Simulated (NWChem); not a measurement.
System: C4H7 cation

Here is an NWChem input.

```
start job
memory heap 200 mb stack 900 mb global 1100 mb
charge 1
geometry units angstroms noautosym nocenter noautoz
  C     -1.155227     0.811062     0.001403
  C     -0.000405     0.037485    -0.003121
  C      1.175438     0.779168     0.002956
  C     -0.017581    -1.460307    -0.006078
  H     -2.152584     0.354495     0.033561
  H     -1.108810     1.906016    -0.019184
  H      2.160060     0.295429     0.036401
  H      1.159353     1.875026    -0.017656
  H     -0.955791    -1.852671     0.407325
  H      0.077280    -1.834051    -1.038448
  H      0.819667    -1.870404     0.574800
end
basis spherical
  * library def2-svp
end
dft
  xc m05-2x
  iterations 150
end
cosmo
  do_cosmo_smd true
  solvent meg
end
task dft energy
```

Excerpt of the output:

```
             Northwest Computational Chemistry Package (NWChem) 7.3.0
             --------------------------------------------------------

                             Geometry "geometry" -> ""
                             -------------------------

 Output coordinates in angstroms (scale by  1.889725989 to convert to a.u.)

  No.       Tag          Charge          X              Y              Z
 ---- ---------------- ---------- -------------- -------------- --------------
    1 C                    6.0000    -1.15522700     0.81106200     0.00140300
    2 C                    6.0000    -0.00040500     0.03748500    -0.00312100
    3 C                    6.0000     1.17543800     0.77916800     0.00295600
    4 C                    6.0000    -0.01758100    -1.46030700    -0.00607800
    5 H                    1.0000    -2.15258400     0.35449500     0.03356100
    6 H                    1.0000    -1.10881000     1.90601600    -0.01918400
    7 H                    1.0000     2.16006000     0.29542900     0.03640100
    8 H                    1.0000     1.15935300     1.87502600    -0.01765600
    9 H                    1.0000    -0.95579100    -1.85267100     0.40732500
   10 H                    1.0000     0.07728000    -1.83405100    -1.03844800
   11 H                    1.0000     0.81966700    -1.87040400     0.57480000

 Effective nuclear repulsion energy (a.u.)     112.4624980674

                                 NWChem DFT Module
                                 -----------------

 Summary of "ao basis" -> "ao basis" (spherical)
 ------------------------------------------------------------------------------
       Tag                 Description            Shells   Functions and Types
 ---------------- ------------------------------  ------  ---------------------
 C                          def2-svp                 6       14   3s2p1d
 H                          def2-svp                 3        5   2s1p

 in cosmo_initialize ...
 calling solv_data for solv:meg

 solvent parameters
 solvname_short: meg
 solvname_long:  1,2-ethanediol
 dielec:       40.2450
 dielecinf:     2.0501
 nonaqueous SMD model solvent descriptors
 dielec:       40.2450
 sola:          0.5800
 solb:          0.7800
 solc:          0.0000
 solg:         69.0700
 solh:          0.0000
 soln:          1.4318

          ---------------
          -cosmo- solvent
          ---------------
 Cosmo: York-Karplus, doi: 10.1021/jp992097l
 dielectric constant -eps-     =  40.24
 screen = (eps-1)/(eps    )    =   0.97515
 surface charge correction     = lagrangian

   van der Waals surface
 --------------------------

 ---------- ATOMIC COORDINATES (A.U.) ------------ VDWR(ANG.) --
     1   -2.18306248    1.53268494    0.00265129     1.850
     2   -0.00076534    0.07083638   -0.00589783     1.850
     3    2.22125574    1.47241402    0.00558603     1.850
     4   -0.03322327   -2.75958009   -0.01148575     1.850
     5   -4.06779393    0.66989841    0.06342109     1.200
     6   -2.09534707    3.60184797   -0.03625250     1.200
     7    4.08192152    0.55827986    0.06878792     1.200
     8    2.19085949    3.54328536   -0.03336500     1.200
     9   -1.80618309   -3.50104054    0.76973264     1.200
    10    0.14603802   -3.46585384   -1.96238217     1.200
    11    1.54894603   -3.53455105    1.08621450     1.200
 number of segments per atom =        128
 number of   points per atom =        128
 atom (   nspa,  nppa )
 ----------------------
    1 (     67,     0 )       0
    2 (     28,     0 )       0
    3 (     60,     0 )       0
    4 (     60,     0 )       0
    5 (     53,     0 )       0
    6 (     53,     0 )       0
    7 (     55,     0 )       0
    8 (     53,     0 )       0
    9 (     57,     0 )       0
   10 (     54,     0 )       0
   11 (     55,     0 )       0
 number of -cosmo- surface points =      595
 molecular surface =    101.298 angstrom**2
 molecular volume  =     82.749 angstrom**3
 -lineq- algorithm             =   0
 -bem- low  level              =   3
 -bem- from -octahedral-
 gaussian surface charge width =   4.50000
 degree of switching           =   1.00000
 switching function tolerance  =   0.00010
 atomic radii =
 --------------
    1  6.000  1.850
    2  6.000  1.850
    3  6.000  1.850
    4  6.000  1.850
    5  1.000  1.200
    6  1.000  1.200
    7  1.000  1.200
    8  1.000  1.200
    9  1.000  1.200
   10  1.000  1.200
   11  1.000  1.200
 ...... end of -cosmo- initialization ......

 nat:                    11
 ixmem:                  6636
 calling mnsol_interface()
 G(SMD-CDS) energy (kcal/mol)  =     3.374
 SMD-CDS SASA (angstrom**2)    =   132.531

            General Information
            -------------------
          SCF calculation type: DFT
          Wavefunction type:  closed shell.
          No. of atoms     :    11
          No. of electrons :    30
           Alpha electrons :    15
            Beta electrons :    15
          Charge           :     1
          Spin multiplicity:     1
          Use of symmetry is: off; symmetry adaption is: off
          Maximum number of iterations: 150
          AO basis - number of functions:    91
                     number of shells:    45
          Convergence on energy requested:  1.00D-06
          Convergence on density requested:  1.00D-05
          Convergence on gradient requested:  5.00D-04

              XC Information
              --------------
                       M05-2X Method XC Functional
                     Hartree-Fock (Exact) Exchange  0.560
                M05-2X metaGGA Exchange Functional  0.440
                      M05-2X Correlation Potential  1.000

             Grid Information
             ----------------
          Grid used for XC integration:  medium
          Radial quadrature: Mura-Knowles
          Angular quadrature: Lebedev.
          Tag              B.-S. Rad. Rad. Pts. Rad. Cut. Ang. Pts.
          ---              ---------- --------- --------- ---------
          C                   0.70       49          10.0       434
          H                   0.35       45          11.0       434
          Grid pruning is: on
          Number of quadrature shells:   511
          Spatial weights used:  Erf1

      Superposition of Atomic Density Guess
      -------------------------------------

 Sum of atomic energies:        -153.99419517

 Renormalizing density from      31.00 to     30

      Non-variational initial energy
      ------------------------------

 Total energy =    -152.846043
 1-e energy   =    -413.361511
 2-e energy   =     148.052970
 HOMO         =      -0.668065
 LUMO         =      -0.460672

   convergence    iter        energy       DeltaE   RMS-Dens  Diis-err
 ---------------- ----- ----------------- --------- --------- ---------
     COSMO gas phase
 d= 0,ls=0.0,diis     1   -156.0542711573 -2.69D+02  1.04D-02  6.34D-01
 d= 0,ls=0.0,diis     2   -156.0867963038 -3.25D-02  5.03D-03  3.42D-01
 d= 0,ls=0.0,diis     3   -156.1309840497 -4.42D-02  9.10D-04  1.37D-02
 d= 0,ls=0.0,diis     4   -156.1325511088 -1.57D-03  2.22D-04  7.44D-04
 d= 0,ls=0.0,diis     5   -156.1326447561 -9.36D-05  5.04D-05  2.87D-05
  Resetting Diis
 d= 0,ls=0.0,diis     6   -156.1326481303 -3.37D-06  1.67D-05  2.63D-06
 d= 0,ls=0.0,diis     7   -156.1326484741 -3.44D-07  8.84D-06  2.88D-07

   convergence    iter        energy       DeltaE   RMS-Dens  Diis-err
 ---------------- ----- ----------------- --------- --------- ---------
     COSMO solvation phase
 d= 0,ls=0.0,diis     1   -156.2270366096 -9.44D-02  1.92D-03  2.64D-03
 d= 0,ls=0.0,diis     2   -156.2278208533 -7.84D-04  3.74D-04  2.08D-04
 d= 0,ls=0.0,diis     3   -156.2278646828 -4.38D-05  1.19D-04  4.33D-05
 d= 0,ls=0.0,diis     4   -156.2278681064 -3.42D-06  3.20D-05  4.09D-06
 d= 0,ls=0.0,diis     5   -156.2278682138 -1.07D-07  8.93D-06  6.02D-07

         Total DFT energy =     -156.227868213780
      One electron energy =     -417.850606028974
           Coulomb energy =      178.802054485073
    Exchange-Corr. energy =      -23.850514107252
 Nuclear repulsion energy =      112.462498067423

             COSMO energy =       -5.791300630051

 Numeric. integr. density =       29.999984637994

                                COSMO-SMD solvation results
                                ---------------------------

             internal energy in gas <Psi(g)|H|Psi(g)> =      -156.132648474089
         internal energy in solvent <Psi(s)|H|Psi(s)> =      -156.131532559487
                               delta internal energy  =         0.001115914602 (    0.70 kcal/mol)
   total free energy in solvent <Psi(s)|H+V/2|Psi(s)> =      -156.233245819478
 polarization energy contribution <Psi(s)|V/2|Psi(s)> =        -0.101713259991 (  -63.83 kcal/mol)
    total free energy in solvent including G(SMD-CDS) =      -156.227868213780
                       G(SMD-CDS) energy contribution =         0.005377605698 (    3.37 kcal/mol)
     1 M fixed-concentration free energy of solvation =        -0.095219739691 (  -59.75 kcal/mol)

                       DFT Final Molecular Orbital Analysis
                       ------------------------------------

 Vector   13  Occ=2.000000D+00  E=-4.755307D-01
              MO Center= -4.0D-03, -2.5D-01, -1.9D-02, r^2= 2.9D+00
   Bfn.  Coefficient  Atom+Function         Bfn.  Coefficient  Atom+Function
  ----- ------------  ---------------      ----- ------------  ---------------
    19      0.366364   2 C  py               47     -0.365387   4 C  py
    33     -0.217457   3 C  py                5     -0.208282   1 C  py
    72     -0.178144   8 H  s                62     -0.173017   6 H  s
    50     -0.166153   4 C  py               82      0.124436  10 H  s
    77      0.109959   9 H  s                22      0.100673   2 C  py

 Vector   14  Occ=2.000000D+00  E=-4.657154D-01
              MO Center= -7.3D-02, -1.3D+00,  1.9D-01, r^2= 2.0D+00
   Bfn.  Coefficient  Atom+Function         Bfn.  Coefficient  Atom+Function
  ----- ------------  ---------------      ----- ------------  ---------------
    46      0.418643   4 C  px               77     -0.310259   9 H  s
    87      0.286672  11 H  s                49      0.177774   4 C  px
    18     -0.155103   2 C  px                5     -0.127219   1 C  py
    78     -0.119476   9 H  s                88      0.111457  11 H  s
    32      0.109106   3 C  px                4      0.106533   1 C  px

 Vector   15  Occ=2.000000D+00  E=-3.965663D-01
              MO Center=  1.5D-02, -7.4D-02, -7.3D-02, r^2= 2.7D+00
   Bfn.  Coefficient  Atom+Function         Bfn.  Coefficient  Atom+Function
  ----- ------------  ---------------      ----- ------------  ---------------
    20      0.332643   2 C  pz                6      0.273279   1 C  pz
    34      0.271803   3 C  pz               23      0.232653   2 C  pz
    48     -0.229271   4 C  pz               82      0.211941  10 H  s
     9      0.165386   1 C  pz               37      0.163048   3 C  pz
    51     -0.148213   4 C  pz               87     -0.121503  11 H  s

 Vector   16  Occ=0.000000D+00  E=-1.282959D-01
              MO Center=  1.7D-02,  7.8D-01,  8.5D-04, r^2= 2.6D+00
   Bfn.  Coefficient  Atom+Function         Bfn.  Coefficient  Atom+Function
  ----- ------------  ---------------      ----- ------------  ---------------
    34     -0.433270   3 C  pz                6      0.430285   1 C  pz
     9      0.403330   1 C  pz               37     -0.404512   3 C  pz
    49      0.053169   4 C  px               88     -0.044877  11 H  s
    21     -0.038118   2 C  px               78      0.036906   9 H  s
    27      0.033841   2 C  d  1

 Vector   17  Occ=0.000000D+00  E= 4.716306D-02
              MO Center=  7.8D-03,  2.6D-01, -3.2D-02, r^2= 3.0D+00
   Bfn.  Coefficient  Atom+Function         Bfn.  Coefficient  Atom+Function
  ----- ------------  ---------------      ----- ------------  ---------------
    23      0.731470   2 C  pz                9     -0.504425   1 C  pz
    37     -0.499064   3 C  pz               20      0.480026   2 C  pz
    83      0.352767  10 H  s                 6     -0.281601   1 C  pz
    34     -0.274456   3 C  pz               88     -0.210492  11 H  s
    78     -0.152119   9 H  s                82      0.134862  10 H  s

 Vector   18  Occ=0.000000D+00  E= 1.113537D-01
              MO Center= -2.0D-02,  3.4D-02,  3.5D-02, r^2= 8.1D+00
   Bfn.  Coefficient  Atom+Function         Bfn.  Coefficient  Atom+Function
  ----- ------------  ---------------      ----- ------------  ---------------
    45      1.709819   4 C  s                 3      0.800400   1 C  s
    31      0.779001   3 C  s                78     -0.774642   9 H  s
    73     -0.738196   8 H  s                63     -0.725381   6 H  s
    88     -0.728658  11 H  s                58     -0.690420   5 H  s
    68     -0.689131   7 H  s                83     -0.664225  10 H  s

     Multipole analysis of the density
     ---------------------------------

     L   x y z        total         alpha         beta         nuclear
     -   - - -        -----         -----         ----         -------
     0   0 0 0      1.000000    -15.000000    -15.000000     31.000000

     1   1 0 0      0.034959      0.005645      0.005645      0.023669
     1   0 1 0      1.195596      0.712799      0.712799     -0.230002
     1   0 0 1     -0.018580      0.040071      0.040071     -0.098721

     2   2 0 0     -9.377312    -57.832303    -57.832303    106.287293
     2   1 1 0     -0.038733     -0.124289     -0.124289      0.209845
     2   1 0 1      0.007231     -0.033050     -0.033050      0.073331
     2   0 2 0    -11.582237    -73.728947    -73.728947    135.875656
     2   0 1 1      0.026918     -0.166878     -0.166878      0.360675
     2   0 0 2    -17.948898    -11.792302    -11.792302      5.635705
```

Level: M05-2X/def2-SVP, SMD on the gas-phase geometry. All runs use the structure optimised with PBE0/def2-SVP. Solvent: ethylene glycol.
